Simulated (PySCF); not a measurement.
Pd²⁶⁺: ionisation energy

Pd²⁶⁺ [Ar] 3d2 (3F) → Pd²⁷⁺ [Ar] 3d1 (2D), as a difference of total energies. Calculation: PySCF 2.14, in an uncontracted even-tempered set (17 s from 3.4 bohr⁻², ratio 2.5; 11 p from 4.4 bohr⁻², ratio 2.5; 8 d from 4.4 bohr⁻², ratio 2.5; 4 f from 15 bohr⁻², ratio 2.7; 3 g from 23 bohr⁻², ratio 2.7); no relativity, point nucleus. Correlated levels: outer shells: [Ne] frozen; virtual orbitals above 40 to 60 times the deepest correlated orbital energy dropped. The calculations carry no spin-orbit coupling.

```csv
method,ionisation energy (eV)
UHF,1365.6
LDA,1365.4
PBE,1365.8
PBE0,1366.1
r2SCAN,1367.2
revPBE,1365.8
TPSSh,1365.9
MP2 (outer shells),1365.4
SCS-MP2 (outer shells),1365.3
```

A first-order spin-orbit estimate (lowest level to lowest level, LS coupling) adds 1.278 eV.

All relativistic terms are absent from these numbers, so their closeness to the reference says little about the methods.

For comparison: 1366 ± 4 eV (theoretical estimate listed by NIST; NIST Atomic Spectra Database, ionization energies).
